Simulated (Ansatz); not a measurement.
`[NH2][Cd][F]` + CH₃SH → `C[S][Cd][NH2]` + H–F at 298.15 K and 1 bar (ligand exchange at a Cd–F bond).

Isolated molecules relaxed with PBE0-D4/def2-TZVP in Ansatz; ΔE leaves out vibrations. CBS: MP2 limit from def2 TZ/QZ plus the TZ coupled-cluster correction, frozen cores. This one scheme is used for every species. Elements past krypton have def2 core potentials. For Cd outer-core shells are correlated without core-valence functions, which leaves a few kJ/mol of doubt a bond. One conformer a species, not always the lowest.

| species | CCSD(T)/CBS energy (Eh) | H − E (kJ/mol) | S (J/(mol·K)) |
| --- | --- | --- | --- |
| `[NH2][Cd][F]` | -323.42384 | 84.3 | 292.8 |
| CH₃SH | -438.22835 | 133.0 | 253.2 |
| `C[S][Cd][NH2]` | -661.27260 | 188.6 | 363.1 |
| H–F | -100.39570 | 33.5 | 173.6 |

H − E and S are ideal-gas, rigid-rotor, harmonic terms from PBE0-D4/def2-TZVP, for one conformer and one mirror image of each species. 1 Eh = 2625.50 kJ/mol, R = 8.31446 J/(mol·K).

Task: By hand: ΔE, ΔH, ΔS and ΔG.

Result: ΔE = (-661.27260) + (-100.39570) − (-323.42384) − (-438.22835) = -0.01611 Eh = -42.3 kJ/mol. Δ(H − E) = 188.6 + 33.5 − 84.3 − 133.0 = 4.8, so ΔH = -37.5 kJ/mol. ΔS = 363.1 + 173.6 − 292.8 − 253.2 = -9.3 J/(mol·K). ΔG = -37.5 − 298.15 × (-9.3)/1000 = -34.7 kJ/mol.

Task: By hand: the equilibrium constant, and the temperature at which ΔG would vanish if ΔH and ΔS stayed fixed.

Result: log₁₀ K = −ΔG/(RT ln 10) = 6.1. ΔG = 0 at ΔH/ΔS = 4032 K, far beyond where these terms or the molecules hold.

The number of gas molecules stays the same, so ΔS is small and ΔH decides. A doubt of 5 kJ/mol in ΔE shifts log₁₀ K by 0.9 here. Other conformers and mirror images would add mixing entropy, several J/(mol·K) or more a flexible species. These are equilibria of isolated gas molecules and say nothing of rates. Largest T1 diagnostic: 0.016 (customary marks: 0.02 for closed shells, 0.045 for open ones).
